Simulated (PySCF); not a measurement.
## Diatomics of F with the second period

r²SCAN with double-zeta basis sets in PySCF, for the lowest determinant that a PBE0 search found; no spin–orbit coupling. De refers to high-spin ground-configuration atoms. A positive dipole means M(−)F(+).

```csv
M,basis,state (unpaired electrons),Re (Å),ωe (cm⁻¹),De (eV),μ (D)
Li,cc-pVDZ,singlet (closed shell),1.588,965,5.72,-6.17
Be,aug-cc-pVDZ,doublet (σ ↑),1.402,1202,6.12,-1.29
B,x2c-SVPall,singlet (closed shell),1.267,1404,7.89,1.27
C,def2-SVPD,doublet (π ↑),1.280,1298,5.83,0.82
O,def2-SVP,doublet (π ↑),1.344,1115,2.57,0.06
F,def2-SVP,singlet (closed shell),1.400,1025,1.73,n/a
```

The shortest bond is that of BF (1.267 Å), the longest that of LiF (1.588 Å). BF is bound most strongly (7.89 eV) and F2 least (1.73 eV).

The rows differ in basis set, which adds steps of its own.

The state changes along the series, so neighbouring rows are not always alike in their bonding.

States were picked by a PBE0 search and need not be the measured ground states.
